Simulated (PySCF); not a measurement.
HClSSi (SMILES S[Si]Cl), singlet, geometry from GFN2-xTB, with bond 2-1 at 1.4 times its length; CASSCF(6,4)/6-31G run with PySCF.

The PySCF input:
```python
from pyscf import gto, scf, mcscf
import numpy

mol = gto.M(
    atom='''
Si    0.072890   -0.051670    0.942971
Cl    1.632928   -1.493232   -0.969080
S    -1.201735    1.095066   -0.410256
H    -1.975149    1.585394    0.549774
''',
    basis='6-31g',
    charge=0,
    spin=0,
    verbose=4,
)

mf = scf.RHF(mol)
mf.kernel()
mc = mcscf.CASSCF(mf, 4, 6)
mc.fix_spin_(ss=0.0)
mc.kernel()
occ = numpy.linalg.eigvalsh(mc.fcisolver.make_rdm1(mc.ci, mc.ncas, mc.nelecas))[::-1]
ss = mc.fcisolver.spin_square(mc.ci, mc.ncas, mc.nelecas)[0]
print('natural occupations', occ.round(4), ' <S^2>', round(ss, 4))
```

Output, abridged:

```
PySCF version 2.14.0

[INPUT] verbose = 4
[INPUT] num. atoms = 4
[INPUT] num. electrons = 48
[INPUT] charge = 0
[INPUT] spin (= nelec alpha-beta = 2S) = 0
[INPUT] symmetry False subgroup None
[INPUT] Mole.unit = angstrom
[INPUT] Symbol           X                Y                Z      unit          X                Y                Z       unit  Magmom
[...]
nuclear repulsion = 146.42557745296
number of shells = 23
number of NR pGTOs = 142
number of NR cGTOs = 41
basis = 6-31g
ecp = {}

******** <class 'pyscf.scf.hf.RHF'> ********
method = RHF
initial guess = minao
damping factor = 0
level_shift factor = 0
DIIS = <class 'pyscf.scf.diis.CDIIS'>
diis_start_cycle = 1
diis_space = 8
diis_damp = 0
SCF conv_tol = 1e-09
SCF conv_tol_grad = None
SCF max_cycles = 50
direct_scf = True
direct_scf_tol = 1e-13
Set gradient conv threshold to 3.16228e-05
Initial guess from minao.
init E= -1146.14743740084
[...]
cycle= 1 E= -1146.30556527069  delta_E= -0.158  |g|= 0.409  |ddm|= 1.83
[...]
cycle= 2 E= -1146.37738510553  delta_E= -0.0718  |g|= 0.256  |ddm|= 1.28
[...]
cycle= 3 E= -1146.40238797581  delta_E= -0.025  |g|= 0.0269  |ddm|= 0.409
[...]
cycle= 4 E= -1146.40325713814  delta_E= -0.000869  |g|= 0.0101  |ddm|= 0.101
[...]
cycle= 5 E= -1146.40344694808  delta_E= -0.00019  |g|= 0.0028  |ddm|= 0.053
[...]
cycle= 6 E= -1146.40346401565  delta_E= -1.71e-05  |g|= 0.000592  |ddm|= 0.0167
[...]
cycle= 7 E= -1146.40346468173  delta_E= -6.66e-07  |g|= 0.000134  |ddm|= 0.00328
[...]
cycle= 8 E= -1146.40346470364  delta_E= -2.19e-08  |g|= 5.03e-05  |ddm|= 0.000468
[...]
cycle= 9 E= -1146.40346470717  delta_E= -3.53e-09  |g|= 1.48e-05  |ddm|= 0.000176
[...]
cycle= 10 E= -1146.40346470753  delta_E= -3.68e-10  |g|= 3.18e-06  |ddm|= 6.89e-05
[...]
Extra cycle  E= -1146.40346470755  delta_E= -1.75e-11  |g|= 1.7e-06  |ddm|= 9.88e-06
converged SCF energy = -1146.40346470755

******** <class 'pyscf.mcscf.mc1step.CASSCF'> ********
CAS (3e+3e, 4o), ncore = 21, nvir = 16
max_cycle_macro = 50
max_cycle_micro = 4
conv_tol = 1e-07
conv_tol_grad = None
orbital rotation max_stepsize = 0.02
orbital rotation threshold for CI restart = 0.01
augmented hessian ah_max_cycle = 30
augmented hessian ah_conv_tol = 1e-12
augmented hessian ah_linear dependence = 1e-14
augmented hessian ah_level shift = 1e-08
augmented hessian ah_start_tol = 2.5
augmented hessian ah_start_cycle = 3
augmented hessian ah_grad_trust_region = 3
kf_trust_region = 3
kf_interval = 4
ci_response_space = 4
ci_grad_trust_region = 3
[...]
CASCI E = -1146.40382295477  S^2 = 0.0000000
[...]
macro iter  40 ( 17 JK    4 micro), CASSCF E = -1146.41666070666  dE = -2.67364480e-05  S^2 = 0.0000000
               |grad[o]|=0.00191  |grad[c]|=0.0195  |ddm|=0.00209  |maxRot[o]|=0.0457
macro iter  41 (  7 JK    2 micro), CASSCF E = -1146.41676580582  dE = -1.05099163e-04  S^2 = 0.0000000
               |grad[o]|=0.00168  |grad[c]|=0.00398  |ddm|=0.00712  |maxRot[o]|=0.0617
macro iter  42 (  7 JK    2 micro), CASSCF E = -1146.41685584561  dE = -9.00397865e-05  S^2 = 0.0000000
               |grad[o]|=0.00211  |grad[c]|=0.00147  |ddm|=0.00694  |maxRot[o]|=0.0683
macro iter  43 ( 21 JK    4 micro), CASSCF E = -1146.41671453319  dE =  1.41312421e-04  S^2 = 0.0000000
               |grad[o]|=0.00198  |grad[c]|=0.0164  |ddm|=0.00106  |maxRot[o]|=0.102
macro iter  44 ( 21 JK    4 micro), CASSCF E = -1146.41675933951  dE = -4.48063224e-05  S^2 = 0.0000000
               |grad[o]|=0.00159  |grad[c]|=0.000521  |ddm|=0.0018  |maxRot[o]|=0.0267
macro iter  45 ( 21 JK    4 micro), CASSCF E = -1146.41679478798  dE = -3.54484737e-05  S^2 = 0.0000000
               |grad[o]|=0.00136  |grad[c]|=0.000905  |ddm|=0.000605  |maxRot[o]|=0.0293
macro iter  46 (  7 JK    2 micro), CASSCF E = -1146.41685560679  dE = -6.08188086e-05  S^2 = 0.0000000
               |grad[o]|=0.00122  |grad[c]|=0.0111  |ddm|=0.00391  |maxRot[o]|=0.0478
macro iter  47 (  7 JK    2 micro), CASSCF E = -1146.41691136136  dE = -5.57545645e-05  S^2 = 0.0000000
               |grad[o]|=0.00122  |grad[c]|=0.00766  |ddm|=0.00474  |maxRot[o]|=0.0601
macro iter  48 (  7 JK    2 micro), CASSCF E = -1146.41694403340  dE = -3.26720431e-05  S^2 = 0.0000000
               |grad[o]|=0.00113  |grad[c]|=0.00808  |ddm|=0.0046  |maxRot[o]|=0.0648
macro iter  49 ( 15 JK    4 micro), CASSCF E = -1146.41693245082  dE =  1.15825787e-05  S^2 = 0.0000000
               |grad[o]|=0.000901  |grad[c]|=0.0711  |ddm|=0.000612  |maxRot[o]|= 0.11
macro iter  50 ( 21 JK    4 micro), CASSCF E = -1146.41693755914  dE = -5.10831478e-06  S^2 = 0.0000000
               |grad[o]|=0.00076  |grad[c]|=0.0015  |ddm|=0.000383  |maxRot[o]|=0.0168
1-step CASSCF not converged,  50 macro (771 JK 167 micro) steps
CASSCF canonicalization
Density matrix diagonal elements [1.99952667 1.99344762 1.96221694 0.04480877]
CASSCF energy = -1146.41693755914
CASCI E = -1146.41693755914  E(CI) = -23.2415330878155  S^2 = 0.0000000
natural occupations [2.     1.9947 1.9614 0.0439]  <S^2> 0.0
```

The run did not converge; its last values are not results.
